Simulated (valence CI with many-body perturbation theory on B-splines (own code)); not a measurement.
## Hyperfine factors and g values of Rh32+

Calculated by valence CI with perturbative core correlation (CI+MBPT): three valence electrons over a frozen Dirac-Fock core [Ne], a basis of 11 s, 11 p, 10 d, 8 f, 5 g, 2 h functions for each j, with the one-electron correlation potential Σ1, the two-electron term Σ2, the three-electron term Σ3, Breit, model QED; selected CI, second order for the rest, scaled by the run's own slope (own B-spline code, finite nucleus).

No measured spectrum was set against this ion. As an estimate, large intervals hold to a few tenths of a per cent, small ones and those within an open d or f shell to about a per cent.

A/g_I is the dipole constant over the nuclear g factor μ/I (μ in nuclear magnetons, uniformly magnetised nucleus), B/Q the quadrupole constant per barn. Both hold the static response of the core; the bare values leave it out. Large factors of s and p1/2 electrons are usually good to 5 to 10 %; those of open d and f shells near neutrality can be off by tens of per cent, and small factors of p3/2, d and f electrons come from cancelling terms and can be off by a factor of two or in sign, in half-filled shells by more. B is blank for J = 1/2, where it vanishes, and for nearly pure S terms. Energies count from the lowest level.

Names give the largest LS component (configuration and term), which can be under half, so a name can repeat, a term be missing and a line seem to break the LS rules; names also repeat where a configuration has a term twice. Letters in brackets count levels of one name in rising energy.

```csv
Level,E (cm⁻¹),g,A/g_I (MHz),A/g_I bare,B/Q (MHz/b),B/Q bare
3s²3p ²P°_1/2,0,0.660,224000,217000,,
3s²3p ²P°_3/2,282950,1.330,38800,38700,71000,69500
3s3p² ⁴P_1/2,607000,2.455,600000,583000,,
3s3p² ⁴P_3/2,798260,1.694,182000,177000,57600,56300
3s3p² ⁴P_5/2,862890,1.429,202000,197000,11300,11100
3s3p² ²D_3/2,963230,0.886,-3490,-2490,66800,65400
3s3p² ²P_1/2,1035100,1.142,-76800,-73100,,
3s3p² ²D_5/2,1115900,1.355,152000,148000,39600,38900
3s²3d ²D_3/2,1258600,0.957,-1500,-112,-12100,-11300
3s3p² ²S_1/2,1320100,1.727,680000,658000,,
3s²3d ²D_5/2,1350600,1.205,42500,42100,35900,35900
3s3p² ²P_3/2,1364100,1.114,-68100,-64300,-14900,-14400
3p³ ²P°_3/2 [a],1608900,1.240,23200,24200,58300,57100
3s3p3d ⁴F°_3/2,1712500,0.527,-58800,-56300,19400,19500
3s3p3d ⁴F°_5/2 [a],1741000,1.092,156000,152000,-12800,-11900
3s3p3d ⁴F°_5/2 [b],1804200,1.173,31800,32100,-5660,-4870
3p³ ⁴S°_3/2,1815700,1.419,-31100,-27500,-13900,-13400
3s3p3d ⁴F°_7/2,1849900,1.258,124000,121000,1290,2290
3s3p3d ⁴D°_3/2,1857900,1.339,99200,97800,12900,12700
3s3p3d ⁴D°_1/2,1859100,0.299,-251000,-242000,,
3s3p3d ⁴P°_5/2,1872900,1.409,113000,111000,20300,20400
3p³ ²P°_1/2,1956900,0.660,200000,192000,,
3s3p3d ²F°_5/2 [a],1985500,0.937,34400,34100,53400,53000
3s3p3d ²D°_3/2 [a],2033900,0.969,-51100,-48500,19900,19800
3s3p3d ⁴F°_9/2,2038300,1.330,97200,95400,87300,86400
3s3p3d ⁴D°_5/2,2068000,1.322,108000,106000,1200,925
3s3p3d ⁴P°_3/2,2070400,1.435,168000,164000,-14700,-14800
3s3p3d ⁴P°_1/2,2072600,2.391,369000,359000,,
3s3p3d ⁴D°_7/2,2072900,1.364,114000,112000,13500,13500
3s3p3d ²P°_3/2 [a],2112300,1.366,-25900,-22800,-37300,-36500
3s3p3d ²D°_5/2 [a],2148500,1.301,143000,139000,-31800,-30800
3s3p3d ²D°_3/2 [b],2202700,1.011,-3370,-2050,-32000,-31100
3s3p3d ²F°_7/2 [a],2222300,1.145,22600,23100,85400,84700
3s3p3d ²F°_5/2 [b],2295300,0.912,-33800,-31500,61200,60700
3s3p3d ²F°_7/2 [b],2300200,1.170,65000,63900,68500,68100
3s3p3d ²P°_1/2 [a],2302300,0.631,-136000,-131000,,
3s3p3d ²P°_1/2 [b],2345700,0.664,23600,23000,,
3s3p3d ²P°_3/2 [b],2376900,1.284,163000,159000,20000,20100
3s3p3d ²D°_5/2 [b],2386400,1.137,-45900,-43000,-31800,-30500
3p³ ²P°_3/2 [b],2417300,1.106,10500,11500,-62300,-60900
```

(1) Take the isotope of mass number 103, with I = 1/2, μ = -0.08829 μN. What is the hyperfine structure of 3s²3p ²P°_1/2?

Answers

(1) From the table A = -39600 MHz. Shifts from the centre of gravity in MHz: F = 0: 29700, F = 1: -9900.
